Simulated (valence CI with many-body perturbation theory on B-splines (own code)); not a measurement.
Energy levels of Nd III

Method: relativistic CI+MBPT: four valence electrons over a frozen Dirac-Fock core [Xe], a basis of 8 s, 8 p, 9 d, 9 f, 6 g, 3 h, 2 i functions for each j, with the one-electron correlation potential Σ1 (screened to all orders), the two-electron term Σ2, the three-electron term Σ3, Breit, model QED; the open f shell's mean field enters the energy denominators; selected single and double excitations, second order for the rest, scaled by the run's own slope (own B-spline code, finite nucleus).

Set against measurement, 33 paired levels are off by 2229 cm⁻¹ on average, the worst by 4201. These come from a selection out of Ding et al., The Spectrum and Energy Levels of the Low-lying Configurations of Nd III (preprint, 2023). Levels without a partner in it may be off by more, other configurations by several thousand cm⁻¹. Among the levels kept, up to 580 cm⁻¹ of a level comes from second order outside the variational space, and about a tenth of that is noise between levels of different J, which matters for small intervals. 15 measured levels below the end of the list, from 20389 cm⁻¹ on, found no clear computed partner, and computed levels of the same name lie up to 4879 cm⁻¹ from them.

Levels 1 to 45 of 69, with energies above the lowest level, 4f⁴ ⁵I_4. "Leading %" is the weight of the configuration and term that name the level; weights of strongly mixed levels are sums over their largest components and can fall short. In the jj column 3d3/2^4 stands for four electrons in 3d with j = 3/2. Lifetimes count E1, E2, E3, M1 and M2 decay at the calculated energies, and are blank where another channel may lead or the interval is too uncertain; long ones can be off by a factor of two.

```
No.  Configuration  Term  J  E (eV)  Leading %                  Leading jj  Lifetime
  1            4f⁴    ⁵I  4  0.0000         94        4f5/2^3 4f7/2 (38 %)          
  2            4f⁴    ⁵I  5  0.1526         95        4f5/2^3 4f7/2 (61 %)          
  3            4f⁴    ⁵I  6  0.3186         95      4f5/2^2 4f7/2^2 (69 %)          
  4            4f⁴    ⁵I  7  0.4931         94        4f5/2 4f7/2^3 (47 %)    5.36 s
  5            4f⁴    ⁵I  8  0.6717         92        4f5/2 4f7/2^3 (44 %)    8.40 s
  6            4f⁴    ⁵F  1   1.259         92        4f5/2^3 4f7/2 (67 %)          
  7            4f⁴    ⁵F  2   1.304         89      4f5/2^2 4f7/2^2 (51 %)     356 s
  8            4f⁴    ⁵F  3   1.391         91        4f5/2^3 4f7/2 (48 %)          
  9            4f⁴    ⁵S  2   1.428         90      4f5/2^2 4f7/2^2 (46 %)          
 10            4f⁴    ⁵F  4   1.487         85      4f5/2^2 4f7/2^2 (44 %)    8.42 s
 11            4f⁴    ⁵F  5   1.625         88      4f5/2^2 4f7/2^2 (43 %)          
 12            4f⁴    ³K  6   1.671         95      4f5/2^2 4f7/2^2 (47 %)    830 ms
 13            4f⁴    ³H  4   1.772         52              4f5/2^4 (44 %)    389 ms
 14            4f⁴    ⁵G  2   1.804         88        4f5/2^3 4f7/2 (42 %)    15.3 s
 15            4f⁴    ³K  7   1.809         81        4f5/2^3 4f7/2 (47 %)          
 16            4f⁴    ⁵G  3   1.851         72        4f5/2^3 4f7/2 (80 %)    7.65 s
 17            4f⁴    ³K  8   1.976         71        4f5/2^3 4f7/2 (42 %)          
 18            4f⁴    ³H  5   2.010         49      4f5/2^2 4f7/2^2 (40 %)          
 19            4f⁴    ⁵G  4   2.049         71      4f5/2^2 4f7/2^2 (71 %)          
 20            4f⁴    ³G  3   2.167         72      4f5/2^2 4f7/2^2 (66 %)    1.20 s
 21            4f⁴    ⁵G  5   2.239         62        4f5/2 4f7/2^3 (50 %)          
 22            4f⁴    ⁵G  6   2.281         61        4f5/2 4f7/2^3 (52 %)    1.11 s
 23            4f⁴    ³D  2   2.284         53      4f5/2^2 4f7/2^2 (29 %)    572 ms
 24          4f³5d   ⁵L°  6   2.326         87        4f5/2^3 5d3/2 (56 %)          
 25          4f³5d   ⁵K°  5   2.338         80        4f5/2^3 5d3/2 (53 %)   1.81 μs
 26            4f⁴    ³L  7   2.376         83      4f5/2^2 4f7/2^2 (48 %)    794 ms
 27            4f⁴    ³P  1   2.390         50      4f5/2^2 4f7/2^2 (64 %)    697 ms
 28            4f⁴    ³H  6   2.452         60        4f5/2 4f7/2^3 (46 %)    843 ms
 29            4f⁴    ³G  4   2.456         60        4f5/2 4f7/2^3 (73 %)    426 ms
 30            4f⁴    ³L  8   2.497         65      4f5/2^2 4f7/2^2 (56 %)          
 31            4f⁴    ³P  0   2.540         96      4f5/2^2 4f7/2^2 (85 %)          
 32          4f³5d   ⁵K°  6   2.559         87  4f5/2^2 4f7/2 5d3/2 (56 %)   1.62 μs
 33          4f³5d   ⁵L°  7   2.562         90  4f5/2^2 4f7/2 5d3/2 (57 %)          
 34            4f⁴    ³D  3   2.570         80      4f5/2^2 4f7/2^2 (59 %)          
 35            4f⁴    ³L  9   2.605         76      4f5/2^2 4f7/2^2 (68 %)          
 36            4f⁴    ¹D  2   2.615         36        4f5/2^3 4f7/2 (48 %)          
 37            4f⁴    ³M  8   2.626         47      4f5/2^2 4f7/2^2 (63 %)          
 38            4f⁴    ³G  5   2.708         71              4f7/2^4 (48 %)          
 39            4f⁴    ³F  4   2.720         68      4f5/2^2 4f7/2^2 (69 %)          
 40            4f⁴    ³D  1   2.776         47        4f5/2 4f7/2^3 (84 %)          
 41          4f³5d   ⁵K°  7   2.784         91  4f5/2^2 4f7/2 5d5/2 (38 %)   1.49 μs
 42          4f³5d   ⁵L°  8   2.810         92  4f5/2^2 4f7/2 5d5/2 (43 %)          
 43          4f³5d   ⁵I°  4   2.850         67        4f5/2^3 5d3/2 (43 %)    192 ns
 44            4f⁴    ³F  2   2.870         52        4f5/2 4f7/2^3 (46 %)          
 45          4f³5d   ³I°  5   2.873         57        4f5/2^3 5d5/2 (36 %)   1.68 μs
```

Names give the largest LS component (configuration and term), which can be under half, so a name can repeat, a term be missing and a line seem to break the LS rules; names also repeat where a configuration has a term twice.

The ionisation energy to 4f³ ⁴I°9/2 of the next ion comes out as 22.497 eV (NIST: 22.09 ± 0.04 eV (semi-empirical), further off than twice its uncertainty). All 69 levels together are meant to be complete up to 3.252 eV.
